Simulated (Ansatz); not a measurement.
`C[SiH2][SnH2][SH]` → `[SiH3][CH2][SnH2][SH]`  (isomerisation)

Program: Ansatz. Geometries: PBE0-D4/def2-TZVP. ΔE: electronic, gas phase. CCSD(T)/CBS adds triple-zeta CCSD(T) − MP2 to the extrapolated MP2 energy (def2 sets, frozen cores). DFT in def2-TZVPP. B3LYP here is the variant with VWN-RPA as its local correlation; programs differ in this. Elements past krypton have def2 core potentials. For Sn outer-core shells are correlated without core-valence functions, which leaves a few kJ/mol of doubt a bond. Each species was taken in one conformer, which may not be the lowest.

(1) Is it downhill or uphill in electronic energy at CCSD(T)/CBS, and by how much? (An estimate is asked.)

(2) What do these levels give: PBE0-D4, ωB97M-V, B2PLYP, r2SCAN, B3LYP, HF/def2-TZVPP, SCS-MP2/def2-TZVPP, CCSD(T)/def2-TZVPP, HF/def2-QZVPP, SCS-MP2/def2-QZVPP, HF/CBS(def2), CCSD/CBS(def2)? (An estimate is asked.)

Largest T1 diagnostic among the species: 0.012.

Answers

(1) The calculation gave: Uphill: ΔE = +0.36 eV.

(2) Ansatz gave: PBE0-D4 0.49, ωB97M-V 0.39, B2PLYP 0.41, r2SCAN 0.47, B3LYP 0.48, HF/def2-TZVPP 0.39, SCS-MP2/def2-TZVPP 0.30, CCSD(T)/def2-TZVPP 0.34, HF/def2-QZVPP 0.38, SCS-MP2/def2-QZVPP 0.32, HF/CBS(def2) 0.38, CCSD/CBS(def2) 0.37 eV.

The D4 term adds −0.03 eV with B3LYP and −0.02 eV with PBE0; it sums over pairs of atoms, weighted by their polarisabilities, and B3LYP, whose exchange is more repulsive, gets the larger term. In def2-TZVPP, CCSD(T) changes the Hartree–Fock value by −0.05 eV (the triples alone add −0.01 eV) and MP2 by −0.08 eV.
